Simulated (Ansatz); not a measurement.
C2H7NO2Si can be A, `CC(=N)O[SiH2]O`, or B, `C[SiH](O)C(N)=O`.

Program: Ansatz. Geometries: PBE0-D4/def2-TZVP. ΔE: electronic, gas phase. CCSD(T)/CBS is the MP2 limit (def2-TZVPP, def2-QZVPP) plus CCSD(T) − MP2 in def2-TZVPP, frozen cores. DFT in def2-TZVPP. B3LYP here is the variant with VWN-RPA as its local correlation; programs differ in this. Each species was taken in one conformer, which may not be the lowest.

(1) Which is lower in electronic energy at CCSD(T)/CBS, and by how much? (An estimate is asked.)

(2) Give E(B) − E(A) in kcal/mol with B3LYP-D4, PBE0-D4, HF/def2-TZVPP, ωB97M-V, CCSD(T)/def2-TZVPP, r2SCAN-D4, CCSD/def2-TZVPP. (An estimate is asked.)

Largest T1 diagnostic: 0.015.

Results:

(1) The calculation gave: A, by 12.1 kcal/mol.

(2) The calculation gave: B3LYP-D4 9.5, PBE0-D4 8.0, HF/def2-TZVPP 15.6, ωB97M-V 10.5, CCSD(T)/def2-TZVPP 12.8, r2SCAN-D4 8.7, CCSD/def2-TZVPP 13.4. None reverses the order clearly.

From PBE to PBE0 (25 % exact exchange), in def2-TZVPP and without D4, E(B) − E(A) moves by +2.4 kcal/mol. In def2-TZVPP, CCSD(T) changes the Hartree–Fock value by −2.8 kcal/mol (the triples alone add −0.6 kcal/mol) and MP2 by −3.2 kcal/mol.
